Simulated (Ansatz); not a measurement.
Isolated molecules relaxed with PBE0-D4/def2-TZVP in Ansatz; ΔE leaves out vibrations. CCSD(T)/CBS adds triple-zeta CCSD(T) − MP2 to the extrapolated MP2 energy (def2 sets, frozen cores). DFT in def2-TZVPP. B3LYP here is the variant with VWN-RPA as its local correlation; programs differ in this. For Ga outer-core shells are correlated without core-valence functions, which leaves a few kJ/mol of doubt a bond. Scalar relativity is left out up to krypton. One conformer a species, not always the lowest.

Consider the redistribution: `N=C[CH2][GaH][NH2]` + `CC(F)[SiH2][SiH3]` → `C[CH](F)[GaH][NH2]` + `N=CC[SiH2][SiH3]`.

`N=C[CH2][GaH][NH2]`:

Z-matrix (Å, degrees):
```
C
C 1 1.483
Ga 1 1.989 2 110.0
H 1 1.093 2 111.7 3 -120.9
H 1 1.095 2 110.6 3 117.5
N 2 1.268 1 128.5 3 101.1
H 2 1.096 1 115.3 3 -76.7
N 3 1.813 1 116.2 2 -127.2
H 3 1.560 1 125.4 2 52.6
H 6 1.023 2 110.6 1 2.2
H 8 1.006 3 123.8 1 179.4
H 8 1.006 3 124.3 1 0.2
```

`CC(F)[SiH2][SiH3]`:

Z-matrix (Å, degrees):
```
C
C 1 1.509
H 1 1.093 2 110.6
H 1 1.093 2 110.1 3 119.5
H 1 1.092 2 111.1 3 -120.6
F 2 1.403 1 108.9 3 57.7
Si 2 1.909 1 114.5 3 178.5
H 2 1.097 1 109.9 3 -58.4
Si 7 2.339 2 110.4 1 -171.2
H 7 1.491 2 107.9 1 68.1
H 7 1.489 2 108.9 1 -49.2
H 9 1.486 7 110.7 2 66.4
H 9 1.488 7 110.1 2 -173.2
H 9 1.489 7 109.7 2 -53.9
```

`C[CH](F)[GaH][NH2]`:

Cartesian coordinates in Å:
```
C -1.063 1.221 0.925
C 0.297 0.733 0.484
F 0.858 -0.033 1.521
Ga 0.292 -0.384 -1.172
N 0.894 -2.073 -0.933
H -0.989 1.799 1.851
H -1.753 0.392 1.098
H -1.496 1.867 0.156
H 0.963 1.595 0.353
H -0.186 0.060 -2.593
H 0.960 -2.776 -1.648
H 1.223 -2.400 -0.040
```

`N=CC[SiH2][SiH3]`:

```xyz
14

N    -0.015    1.368    2.013
C    -0.270    0.147    1.803
C    -1.137   -0.440    0.743
Si   -0.097   -1.111   -0.698
Si    1.192    0.595   -1.650
H    -0.527    1.965    1.359
H     0.232   -0.578    2.454
H    -1.828    0.309    0.345
H    -1.722   -1.275    1.140
H     0.788   -2.200   -0.198
H    -1.016   -1.693   -1.714
H     2.278    1.018   -0.729
H     0.326    1.771   -1.942
H     1.795    0.124   -2.926
```

| level | ΔE (kJ/mol) | difference from CCSD(T)/CBS |
| --- | --- | --- |
| PBE-D4 | 6.9 | -0.1 |
| r2SCAN-D4 | 7.7 | 0.7 |
| PBE0-D4 | 7.4 | 0.4 |
| B3LYP-D4 | 6.9 | -0.1 |
| ωB97X-V | 6.8 | -0.2 |
| ωB97M-V | 6.8 | -0.2 |
| B2PLYP | 9.0 | 2.0 |
| PBE | 8.7 | 1.7 |
| r2SCAN | 8.3 | 1.3 |
| PBE0 | 9.2 | 2.2 |
| B3LYP | 9.7 | 2.7 |
| HF/def2-TZVPP | 11.9 | 4.9 |
| MP2/def2-TZVPP | 7.8 | 0.8 |
| SCS-MP2/def2-TZVPP | 7.8 | 0.8 |
| CCSD/def2-TZVPP | 7.8 | 0.8 |
| CCSD(T)/def2-TZVPP | 7.4 | 0.4 |
| HF/def2-QZVPP | 11.8 | 4.8 |
| MP2/def2-QZVPP | 7.5 | 0.5 |
| SCS-MP2/def2-QZVPP | 7.7 | 0.7 |
| HF/CBS(def2) | 11.8 | 4.8 |
| MP2/CBS(def2) | 7.4 | 0.4 |
| CCSD/CBS(def2) | 7.4 | 0.4 |
| CCSD(T)/CBS | 7.0 | 0 |

Largest T1 diagnostic among the species: 0.014.

In def2-TZVPP, CCSD(T) changes the Hartree–Fock value by −4.5 kJ/mol (the triples alone add −0.4 kJ/mol) and MP2 by −4.2 kJ/mol.
